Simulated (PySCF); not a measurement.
Species: C6H10NP.
Atom-mapped SMILES: `[CH:1]#[C:2][CH2:3][P:4]([NH2:5])[CH:6]1[CH2:7][CH2:8]1`

Geometry (GFN2-xTB, Å), atoms numbered from 1 in this order:
```xyz
18
C6H10NP angstrom
C      2.688   -1.616    0.256
C      2.242   -0.505    0.245
C      1.684    0.821    0.214
P      0.108    0.873   -0.799
N     -0.392    2.418   -0.208
C     -0.945   -0.103    0.341
C     -1.001   -1.591    0.163
C     -2.178   -0.757   -0.215
H      3.089   -2.585    0.276
H      2.400    1.513   -0.244
H      1.444    1.171    1.222
H     -1.371    2.571   -0.435
H      0.140    3.161   -0.654
H     -0.995    0.296    1.350
H     -1.062   -2.206    1.048
H     -0.409   -2.026   -0.628
H     -3.062   -0.796    0.404
H     -2.390   -0.631   -1.268
```

NICS = −σ at a ghost point: NICS(0) at the centroid of the ring atoms, NICS(1) 1 Å to either side along the normal of their mean plane, zz for the tensor component along that normal. Level: GIAO PBE0/pcSseg-1 (PySCF, non-relativistic, gas phase) on the GFN2-xTB geometry, one conformer.

Ring bond lengths (Å), with Mayer bond orders in brackets: C6–C7 1.499 (0.93), C7–C8 1.492 (0.99), C8–C6 1.503 (0.94).

**Question.** What do the NICS probes read (ppm)?

**Answer.** 
```
    ring                                            type  NICS(0)  NICS(1), two faces  NICS(1)zz, two faces  rms pucker (Å)  centre to ring atoms, mean (Å)
C6–C7–C8  3-membered carbocycle; formal bonds all single    -43.7         -8.8 / -8.6         -22.1 / -23.9            0.00                            0.86
```

**Question.** What can be read from them?

**Answer.** 
- C6–C7–C8: mean NICS(1)zz -23.0 ppm, shielded. C6, C7, C8 have four or more neighbours, and the NICS criterion for π rings isn't applied. NICS(0) lies 35 ppm below the mean NICS(1).

Rough CPU time on one thread of a shared machine: about 1.8 min (grids of density and orbitals included). This is the whole shielding run at PBE0/pcSseg-1, SCF included.
